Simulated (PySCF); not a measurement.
C₂H₆Zn, charge +1, doublet, geometry from GFN2-xTB (such geometries of metal compounds can be far from the true shape) (a state made from the parent by changing its charge; the spin is typed, not shown lowest); DF-B3LYP/6-31G** in PySCF.

Here is a job for PySCF.
```python
from pyscf import gto, scf, dft

mol = gto.Mole()
mol.atom = '''
    Zn    0.000000    0.000000   -0.000000
    C     1.606730    0.230839   -1.292006
    H     2.248599   -0.630242   -1.126148
    H     2.080405    1.168535   -1.013931
    H     1.183561    0.253699   -2.292692
    C    -1.606730   -0.230839    1.292006
    H    -2.080405   -1.168535    1.013931
    H    -2.248599    0.630242    1.126148
    H    -1.183561   -0.253699    2.292692
'''
mol.basis = '6-31g**'
mol.charge = 1
mol.spin = 1
mol.verbose = 4
mol.build()

mf = dft.UKS(mol)
mf.xc = 'b3lyp'
mf = mf.density_fit(auxbasis='def2-universal-jkfit')
mf.kernel()
mf.analyze()
```

Q: Write the output that PySCF gives for this input, abridged.

A: 
```
PySCF version 2.14.0

[INPUT] verbose = 4
[INPUT] num. atoms = 9
[INPUT] num. electrons = 47
[INPUT] charge = 1
[INPUT] spin (= nelec alpha-beta = 2S) = 1
[INPUT] symmetry False subgroup None
[INPUT] Mole.unit = angstrom
[INPUT] Symbol           X                Y                Z      unit          X                Y                Z       unit  Magmom
[...]
nuclear repulsion = 157.569663182375
number of shells = 42
number of NR pGTOs = 193
number of NR cGTOs = 92
basis = 6-31g**
ecp = {}

******** <class 'pyscf.df.df_jk.DFUKS'> ********
method = DFUKS
initial guess = minao
damping factor = 0
level_shift factor = 0
DIIS = <class 'pyscf.scf.diis.CDIIS'>
diis_start_cycle = 1
diis_space = 8
diis_damp = 0
SCF conv_tol = 1e-09
SCF conv_tol_grad = None
SCF max_cycles = 50
direct_scf = False
number electrons alpha = 24  beta = 23
XC library pyscf.dft.libxc version 7.1.2
    S. Lehtola, C. Steigemann, M. J. T. Oliveira, and M. A. L. Marques,  SoftwareX 7, 1–5 (2018)
XC functionals = b3lyp
    P. J. Stephens, F. J. Devlin, C. F. Chabalowski, and M. J. Frisch,  J. Phys. Chem. 98, 11623 (1994)
radial grids:
    Treutler-Ahlrichs [JCP 102, 346 (1995); DOI:10.1063/1.469408] (M4) radial grids

becke partition: Becke, JCP 88, 2547 (1988); DOI:10.1063/1.454033
pruning grids: <function nwchem_prune>
grids dens level: 3
symmetrized grids: False
atomic radii adjust function: <function treutler_atomic_radii_adjust>
small_rho_cutoff = 0
Set gradient conv threshold to 3.16228e-05
tot grids = 107728
******** <class 'pyscf.df.df.DF'> ********
auxbasis = def2-universal-jkfit
init E= -1858.34593812822

cycle= 1 E= -1858.58595823706  delta_E= -0.24  |g|= 0.254  |ddm|= 1.63
cycle= 2 E= -1858.57667552227  delta_E= 0.00928  |g|= 0.358  |ddm|= 0.582
cycle= 3 E= -1858.61863270923  delta_E= -0.042  |g|= 0.0287  |ddm|= 0.238
cycle= 4 E= -1858.61905597265  delta_E= -0.000423  |g|= 0.0128  |ddm|= 0.0384
cycle= 5 E= -1858.61915173574  delta_E= -9.58e-05  |g|= 0.00483  |ddm|= 0.0153
cycle= 6 E= -1858.61916684881  delta_E= -1.51e-05  |g|= 0.000954  |ddm|= 0.00642
cycle= 7 E= -1858.61916843578  delta_E= -1.59e-06  |g|= 0.000253  |ddm|= 0.00286
cycle= 8 E= -1858.61916848041  delta_E= -4.46e-08  |g|= 3.49e-05  |ddm|= 0.000431
cycle= 9 E= -1858.61916848209  delta_E= -1.68e-09  |g|= 6.42e-06  |ddm|= 7.72e-05
cycle= 10 E= -1858.61916848215  delta_E= -6.16e-11  |g|= 8.11e-07  |ddm|= 1.5e-05
Extra cycle  E= -1858.61916848215  delta_E= 6.14e-12  |g|= 5.34e-07  |ddm|= 1.51e-06
[...]
converged SCF energy = -1858.61916848215  <S^2> = 0.76941605  2S+1 = 2.0193227
Total Energy =                       -1858.619168482145142
[...]
spin_pop of  3 H 2pz       0.00001
spin_pop of  4 H 1s       -0.00632
spin_pop of  4 H 2s        0.00049
spin_pop of  4 H 2px       0.00003
spin_pop of  4 H 2py      -0.00000
spin_pop of  4 H 2pz      -0.00007
spin_pop of  5 C 1s       -0.00001
spin_pop of  5 C 2s        0.03609
spin_pop of  5 C 3s        0.00268
spin_pop of  5 C 2px       0.31001
spin_pop of  5 C 2py       0.01510
spin_pop of  5 C 2pz       0.20360
spin_pop of  5 C 3px       0.00146
spin_pop of  5 C 3py       0.00005
spin_pop of  5 C 3pz       0.00095
spin_pop of  5 C 3dxy     -0.00003
spin_pop of  5 C 3dyz      0.00005
spin_pop of  5 C 3dz^2    -0.00004
spin_pop of  5 C 3dxz      0.00052
spin_pop of  5 C 3dx2-y2    0.00021
spin_pop of  6 H 1s       -0.00632
spin_pop of  6 H 2s        0.00049
spin_pop of  6 H 2px      -0.00004
spin_pop of  6 H 2py      -0.00001
spin_pop of  6 H 2pz       0.00001
spin_pop of  7 H 1s       -0.00632
spin_pop of  7 H 2s        0.00049
spin_pop of  7 H 2px      -0.00006
spin_pop of  7 H 2py       0.00001
spin_pop of  7 H 2pz       0.00001
spin_pop of  8 H 1s       -0.00632
spin_pop of  8 H 2s        0.00049
spin_pop of  8 H 2px       0.00003
spin_pop of  8 H 2py      -0.00000
spin_pop of  8 H 2pz      -0.00007
 ** Mulliken Spin Density (per atom)  **
spin density of  0 Zn =     -0.10599
spin density of  1 C =      0.57062
spin density of  2 H =     -0.00587
spin density of  3 H =     -0.00587
spin density of  4 H =     -0.00587
spin density of  5 C =      0.57062
spin density of  6 H =     -0.00587
spin density of  7 H =     -0.00587
spin density of  8 H =     -0.00587
 ** Mulliken pop alpha/beta on meta-lowdin orthogonal AOs **
 ** Mulliken pop       alpha | beta **
In total            24.00000 | 23.00000
 ** Mulliken atomic charges   ( Nelec_alpha | Nelec_beta ) **
charge of  0Zn =      1.00531  (    14.44435     14.55034 )
charge of  1C =     -0.50023  (     3.53542      2.96480 )
charge of  2H =      0.16586  (     0.41413      0.42001 )
charge of  3H =      0.16586  (     0.41413      0.42001 )
charge of  4H =      0.16586  (     0.41413      0.42001 )
charge of  5C =     -0.50023  (     3.53542      2.96480 )
charge of  6H =      0.16586  (     0.41413      0.42001 )
charge of  7H =      0.16586  (     0.41413      0.42001 )
charge of  8H =      0.16586  (     0.41413      0.42001 )

WARN: System has nonzero charge 1; the dipole moment is origin-dependent.
Location of origin: [0. 0. 0.]

Dipole moment(X, Y, Z, Debye):  0.00000,  0.00000, -0.00000
```
